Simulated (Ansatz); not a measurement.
System: sum formula Si2N2H7 (charge 0, doublet). It need not be the lowest isomer of its formula. 
Coordinates optimised at B3LYP-D3(BJ)/def2-TZVP (Ansatz, a quantum-chemistry and plane-wave program):
```
N
H 1 1.0130
Si 1 1.7334 2 113.85
N 3 1.7180 1 107.03 2 48.07
H 4 1.0058 3 122.54 1 -157.36
H 4 1.0092 5 112.82 3 165.85
Si 1 1.7337 2 115.41 3 -171.12
H 7 1.4778 1 107.92 2 -170.43
H 7 1.4839 8 109.97 1 -119.84
H 7 1.4847 8 108.86 9 -117.26
H 3 1.4981 4 116.44 5 86.59
```
Charge 0, spin multiplicity 2.

Property: atomisation energy (electronic, to ground-state atoms), in kJ/mol. Correlated levels leave the core frozen unless marked. Open shells are spin-unrestricted. No spin-orbit coupling. No relativistic terms. The coupled-cluster limit lacks core correlation, which all-electron functionals hold. CBS(X,Y): correlation extrapolated as X^-3; Hartree-Fock from the larger set.

```csv
level,program,atomisation energy (kJ/mol),minus last row
B3LYP-D4/def2-TZVPD,Ansatz + dftd4,3542.1,14.3
PBE0-D3(BJ)/def2-TZVPD,Ansatz + dftd3,3492.0,-35.8
LC-wPBE-D3(BJ)/def2-TZVPD,Ansatz + dftd3,3514.8,-13.0
LC-wPBE/def2-TZVPD,Ansatz,3491.1,-36.7
MP2/aug-cc-pV(T+d)Z,Ansatz,3449.0,-78.8
MP2/cc-pV(Q+d)Z,Ansatz,3496.3,-31.5
SCS-MP2/cc-pV(Q+d)Z,Ansatz,3543.9,16.1
CCSD(T)/6-31G,Ansatz,2690.5,-837.3
CCSD(T)/cc-pV(T+d)Z,Ansatz,3402.1,-125.7
"CCSD(T)/CBS(cc-pV(T+d)Z,cc-pV(Q+d)Z)",Ansatz,3527.8,0.0
```
